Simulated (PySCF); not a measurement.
Si(H)3(Cl), SMILES [SiH3]Cl at its B3LYP/def2-SVP optimised geometry (Å):

```
5

Si    -0.7978    -0.3515     0.0000
Cl     1.2816    -0.3515     0.0000
H     -1.2815     1.0546     0.0000
H     -1.2816    -1.0546     1.2177
H     -1.2816    -1.0546    -1.2177
```

Calculation: B3LYP/def2-TZVP in PySCF.

Map of the electron localisation function on the plane z = 1.2 Å:

```
|00000000000000000000000000000|
|00000000000000000000000000000|
|00000000000000000000000000000|
|00000000000000000000000000000|
|00000000000000000000000000000|
|00000001222100000000000000000|
|00000025665310000000000000000|
|00000257887510000000000000000|
|00001368887520000000000000000|
|00001357887520000012221000000|
|00000135665310000234432100000|
|00000012333210001345554210000|
|00000001222110012466665421000|
|00000011222210013567776531000|
|00000124565421124677876531000|
|00002478999852124678877532000|
|00025899999973114677877531000|
|00148999999994113577776531000|
|00169999999995102467776431000|
|00179999999995101356665321000|
|00169999999994000235543210000|
|00048999999983000123332100000|
|00016999999961000011111000000|
|00002689999730000000000000000|
|00000146776410000000000000000|
|00000001221000000000000000000|
|00000000000000000000000000000|
|00000000000000000000000000000|
|00000000000000000000000000000|
```
Scale: ten equal steps from 0.000 (start of '0') to 1.000 (end of '9'), in the order '0123456789'; x runs from -3.50 to 3.50, y from -3.50 (bottom) to 3.50 (top).
